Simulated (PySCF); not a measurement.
Compound: (MeGe)4O6 adamantane, C4H12Ge4O6.
Bonds: Ge1–C2, Ge1–O3, Ge1–O9, Ge1–O13, O3–Ge4, Ge4–C5, Ge4–O6, Ge4–O14, O6–Ge7, Ge7–C8, Ge7–O9, Ge7–O10, O10–Ge11, Ge11–C12, Ge11–O13, Ge11–O14. Hydrogens: H15, H16, H17 on C2; H18, H19, H20 on C5; H21, H22, H23 on C8; H24, H25, H26 on C12.

Computed by this run: PySCF 2.14.0, PBE0-D3(BJ)/def2-SVP geometry optimisation, gas phase; density fitting, grid level 1; the optimiser is geomeTRIC in internal coordinates, started from a GFN2-xTB structure with every atom displaced at random (about 0.03 Å).

Step 0: E = -242621.2469 eV
```
atom  x, y, z in Å  |  force x, y, z in eV/Å
Ge1     1.4920   -1.1446    0.4747   -3.038   1.637  -1.015
C2      2.9321   -2.2132    0.9455    1.593   1.568   0.242
O3      0.5571   -0.3594    1.8332    3.958  -3.045   0.439
Ge4    -0.6705    0.6977    1.5165   -5.629   1.575   0.670
C5     -1.5944    1.4047    3.1145    1.392  -0.354   0.450
O6     -0.1844    1.9519    0.4178    0.627   0.759  -0.544
Ge7     0.6141    1.3762   -1.0714   -0.618   1.345  -0.944
C8      1.2498    2.8631   -2.2269   -2.862  -1.416  -0.931
O9      1.8789    0.3095   -0.5123    1.000  -1.186   0.434
O10    -0.6255    0.3455   -1.8291    0.394   0.540  -0.434
Ge11   -1.2728   -1.0125   -0.8902   -2.717   1.215  -0.493
C12    -2.5489   -2.0696   -1.8664    0.043   1.446  -1.503
O13     0.0874   -1.9060   -0.4530    3.873  -1.488   1.543
O14    -1.9347   -0.2840    0.5914    0.874   0.404   0.234
H15     3.5080   -2.4690    0.0626    0.219  -0.142  -0.380
H16     2.5821   -3.0727    1.4267   -0.629  -1.793   0.930
H17     3.5840   -1.6367    1.6526   -0.425  -0.350  -0.474
H18    -0.8722    2.0116    3.7127   -0.298  -0.342  -0.253
H19    -2.4174    2.0487    2.8776   -0.650   0.657  -0.669
H20    -2.0266    0.6331    3.7789    0.403  -0.156  -0.315
H21     0.3369    3.5407   -2.4098    1.319  -0.872   0.202
H22     1.5648    2.3838   -3.1877   -0.157   0.450   0.496
H23     2.0431    3.3973   -1.7868    1.276   0.851   0.774
H24    -3.4467   -1.4488   -2.1283    0.706  -0.310   0.068
H25    -2.0800   -2.4691   -2.7995   -0.288   0.270   0.521
H26    -2.8976   -2.8723   -1.2733   -0.365  -1.261   0.954
```

Step 1: E = -242622.2512 eV
```
atom  x, y, z in Å  |  force x, y, z in eV/Å
Ge1     1.4709   -1.1143    0.4655   -0.804   0.565  -0.006
C2      2.9534   -2.2095    0.9426    0.077  -0.017   0.078
O3      0.5876   -0.3838    1.8448    0.751  -0.382   0.230
Ge4    -0.7466    0.7098    1.5373   -1.128   0.020  -0.248
C5     -1.5931    1.4135    3.0929    0.013   0.244   0.345
O6     -0.2009    1.9764    0.4186    0.304  -0.053  -0.116
Ge7     0.5895    1.3965   -1.0830   -0.081   0.122   0.388
C8      1.2085    2.8128   -2.2031   -0.059  -0.216  -0.007
O9      1.8785    0.3020   -0.5280    0.341  -0.067  -0.134
O10    -0.6355    0.3770   -1.8536   -0.101  -0.205  -0.089
Ge11   -1.2787   -0.9888   -0.8885   -0.334   0.239  -0.183
C12    -2.5474   -2.0409   -1.8619   -0.090  -0.027   0.063
O13     0.1546   -1.9143   -0.4199    0.340  -0.456   0.022
O14    -1.9477   -0.2602    0.5917    0.498   0.084   0.038
H15     3.5274   -2.4667    0.0427   -0.031  -0.041  -0.006
H16     2.6057   -3.1211    1.4486   -0.002   0.023  -0.064
H17     3.5950   -1.6386    1.6260    0.035   0.005   0.030
H18    -0.8721    2.0014    3.6808   -0.026  -0.033  -0.022
H19    -2.4264    2.0716    2.8038    0.079  -0.056  -0.094
H20    -1.9899    0.6061    3.7237    0.058  -0.060  -0.072
H21     0.3581    3.4780   -2.3808   -0.038   0.189  -0.035
H22     1.5243    2.3719   -3.1571    0.099   0.073  -0.039
H23     2.0359    3.3553   -1.7280   -0.019  -0.006  -0.032
H24    -3.4138   -1.4219   -2.1291    0.010   0.057  -0.008
H25    -2.0840   -2.4285   -2.7775    0.035  -0.026  -0.017
H26    -2.8948   -2.8779   -1.2387    0.073   0.022  -0.022
```

Step 2: E = -242622.3228 eV
```
atom  x, y, z in Å  |  force x, y, z in eV/Å
Ge1     1.4500   -1.0977    0.4647   -0.207   0.153   0.098
C2      2.9389   -2.1939    0.9468   -0.012  -0.035   0.026
O3      0.6007   -0.3811    1.8610    0.240  -0.071   0.148
Ge4    -0.7642    0.7014    1.5445   -0.406   0.040  -0.122
C5     -1.5886    1.4209    3.1101   -0.015   0.078   0.063
O6     -0.1874    1.9620    0.4252    0.144  -0.086  -0.048
Ge7     0.5892    1.3902   -1.0819   -0.060   0.094   0.179
C8      1.2027    2.8105   -2.2050   -0.045  -0.040   0.000
O9      1.8885    0.2969   -0.5440    0.155   0.037  -0.141
O10    -0.6325    0.3625   -1.8635   -0.043  -0.115   0.021
Ge11   -1.2767   -1.0011   -0.9005    0.005   0.097  -0.157
C12    -2.5510   -2.0456   -1.8690   -0.065  -0.064   0.079
O13     0.1625   -1.9361   -0.4233   -0.025  -0.194  -0.061
O14    -1.9279   -0.2738    0.5869    0.212   0.030   0.053
H15     3.5050   -2.4613    0.0442   -0.020  -0.017   0.012
H16     2.5856   -3.1053    1.4516    0.018   0.060  -0.054
H17     3.5876   -1.6270    1.6275    0.016  -0.003   0.013
H18    -0.8652    2.0075    3.6918    0.027  -0.005  -0.019
H19    -2.4191    2.0735    2.8037    0.028  -0.037   0.006
H20    -1.9769    0.6040    3.7322   -0.008  -0.020  -0.008
H21     0.3657    3.4973   -2.3839    0.003   0.063   0.006
H22     1.5315    2.3910   -3.1645    0.050   0.001  -0.012
H23     2.0324    3.3469   -1.7242   -0.032  -0.024  -0.015
H24    -3.4115   -1.4174   -2.1330   -0.016   0.020  -0.007
H25    -2.0883   -2.4349   -2.7847    0.024  -0.010  -0.013
H26    -2.8922   -2.8834   -1.2426    0.032   0.048  -0.047
```

Task: Estimate the geometry and energy of step 3. (The exact step hangs on the optimiser's Hessian estimate; all steps are aligned on step 2, rigid shifts and turns removed.)

Result: E = -242622.3407 eV, largest force 0.124 eV/Å
```
atom  x, y, z in Å  |  force x, y, z in eV/Å
Ge1     1.4389   -1.0857    0.4671    0.013  -0.014   0.039
C2      2.9284   -2.1841    0.9508   -0.023  -0.012  -0.009
O3      0.6136   -0.3698    1.8763    0.004   0.024   0.007
Ge4    -0.7742    0.6973    1.5472   -0.015   0.027  -0.023
C5     -1.5863    1.4269    3.1159   -0.017  -0.021  -0.033
O6     -0.1745    1.9503    0.4295    0.026  -0.034   0.007
Ge7     0.5895    1.3874   -1.0807   -0.017   0.019   0.026
C8      1.1943    2.8112   -2.2016    0.003   0.039  -0.028
O9      1.8981    0.2937   -0.5628   -0.006  -0.008  -0.034
O10    -0.6277    0.3522   -1.8693   -0.010  -0.028   0.038
Ge11   -1.2707   -1.0110   -0.9136    0.094  -0.018  -0.079
C12    -2.5551   -2.0505   -1.8750   -0.014  -0.008   0.034
O13     0.1658   -1.9538   -0.4264   -0.057   0.029  -0.003
O14    -1.9075   -0.2862    0.5823    0.012  -0.015   0.025
H15     3.4860   -2.4635    0.0469   -0.003  -0.001   0.002
H16     2.5691   -3.0912    1.4561    0.005   0.018  -0.008
H17     3.5856   -1.6222    1.6277    0.002  -0.003   0.002
H18    -0.8530    2.0125    3.6851    0.020   0.001  -0.006
H19    -2.4169    2.0763    2.8078   -0.005  -0.001   0.033
H20    -1.9694    0.6079    3.7391   -0.011   0.014   0.012
H21     0.3668    3.5117   -2.3766   -0.002   0.005   0.007
H22     1.5323    2.4028   -3.1635    0.008  -0.011   0.010
H23     2.0249    3.3399   -1.7147   -0.007  -0.011   0.001
H24    -3.4132   -1.4173   -2.1372   -0.004  -0.006  -0.003
H25    -2.0930   -2.4412   -2.7913    0.003   0.002  -0.004
H26    -2.8932   -2.8876   -1.2490    0.000   0.013  -0.012
```

The energy changes by -0.0180 eV. The first-order estimate −F·Δx gives -0.0318 eV and the mean of the old and new forces, exact on a quadratic surface, -0.0176 eV. The step makes an angle of 58° with the force vector and moves no atom by more than 0.024 Å.

The cost below is that of the whole optimisation. Hardware: Intel Xeon 6975P-C, 2 threads (shared host). Cost: 6.5 min wall, 14 min CPU, 4.2 GiB resident at most.
